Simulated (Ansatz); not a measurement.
Potential energy curve for GaO, doublet.

Computed with: UKS-CAM-B3LYP = unrestricted CAM-B3LYP/cc-pVQZ in Ansatz (a program for electronic structure); UKS-PBE = unrestricted PBE/cc-pVQZ in Ansatz; UHF/cc-pVQZ (Ansatz); UCCSD(T) = Ansatz with CCSD(T) on UHF/cc-pVQZ, cores with 3d frozen.

Energies relative to the lowest point of each curve near equilibrium, in kJ/mol:

| R / Å | UKS-CAM-B3LYP | UKS-PBE | UHF |
|---|---|---|---|
| 1.38 | 283.5 | 294.8 | 382.6 |
| 1.52 | 65.0 | 69.7 | 156.0 |
| 1.66 | 2.7 | 3.1 | 46.1 |
| 1.71 | 0.0 | 0.0 | 23.4 |
| 1.86 | 16.5 | 23.6 | 0.0 |
| 1.96 | 22.5 | 51.0 | 8.6 |
| 2.13 | 53.6 | 79.0 | 44.3 |
| 2.82 | 229.0 | 231.5 | 196.6 |
| 3.41 | 325.6 | 322.7 | 212.3 |
| 4.12 | 376.5 | 378.2 | 215.1 |
| 4.58 | 392.6 | 395.0 | 215.7 |
| 6.94 | 411.4 | 419.7 | 216.7 |

**Question.** Predict the corresponding UCCSD(T) column.

**Answer.** 1.38: 293.1; 1.52: 51.9; 1.66: 60.5; 1.71: 32.4; 1.86: 0.0; 1.96: 3.9; 2.13: 33.4; 2.82: 214.3; 3.41: 324.0; 4.12: 376.0; 4.58: 377.5; 6.94: 379.2 (kJ/mol).

The unrestricted determinant behind UKS-CAM-B3LYP is spin-contaminated at 3.03 to 6.94 Å (<S²> up to 1.8, against 0.75 for a pure doublet). The unrestricted determinant behind UKS-PBE is spin-contaminated at 3.03 to 6.94 Å (<S²> up to 1.5, against 0.75 for a pure doublet). The unrestricted determinant behind UHF, UCCSD(T) is spin-contaminated at 1.62 to 1.66, 2.57 to 6.94 Å (<S²> up to 1.8, against 0.75 for a pure doublet).
